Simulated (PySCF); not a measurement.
Method: PBE0/[Sb def2-SVPD with ECP28, S def2-SVPD], scalar-relativistic core potentials, density fitting, no spin–orbit coupling, PySCF. Open shells, if any, are unrestricted.

**Question.** What shape and geometry does isolated singlet [SbS3]- take (every ligand bound to Sb)?

**Answer.** Counting electrons, antimony keeps none of its valence electrons outside its bonds, so the VSEPR class is AX3 and the expected shape is trigonal planar (D3h), as computed. The lowest minimum found is a singlet of D3h symmetry with Sb–S 2.272 Å (×3); S–Sb–S 120.0° (×3). Its harmonic wavenumbers are 123 (a2''), 141 (e'), 406 (a1'), 458 (e') cm⁻¹ and its dipole moment is 0.00 D about the centre of mass.

This need not be the most stable arrangement of these atoms. The lowest empty level of this anion is unbound, so it and the gap depend on the basis.
